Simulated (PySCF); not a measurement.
## Working out the ionisation energy of Sc⁺

Sc⁺ [Ar] 3d1 4s1 (3D) → Sc²⁺ [Ar] 3d1 (2D). Computed with PySCF 2.14 in x2c-TZVPPall with one added diffuse shell each of s, p, d, f type (7s6p5d3f1g, 80 functions), with scalar relativity by spin-free X2C-1e. Frozen: [Ne]. Energies in hartree (1 hartree = 27.21139 eV):

| part | Sc⁺ (lower) | Sc²⁺ (upper) |
| --- | --- | --- |
| UHF | -763.078234 | -762.628917 |
| CCSD correlation | -0.220094 | -0.200438 |
| (T) | -0.004278 | -0.003235 |

Q: What does Hartree-Fock give?

A: (-762.628917) − (-763.078234) = 0.449317 hartree = 12.227 eV.

Q: What do CCSD and CCSD(T) give?

A: The CCSD correlation energies differ by 0.019656 hartree = 0.535 eV and the triples by 0.001043 hartree = 0.028 eV, so CCSD gives 12.762 eV and CCSD(T) 12.790 eV.

Reference: 12.800 eV (measured; NIST Atomic Spectra Database, ionization energies), between the lowest levels; spin-orbit coupling is absent from the calculation.

What remains against the reference includes basis incompleteness, the frozen core and higher excitations.
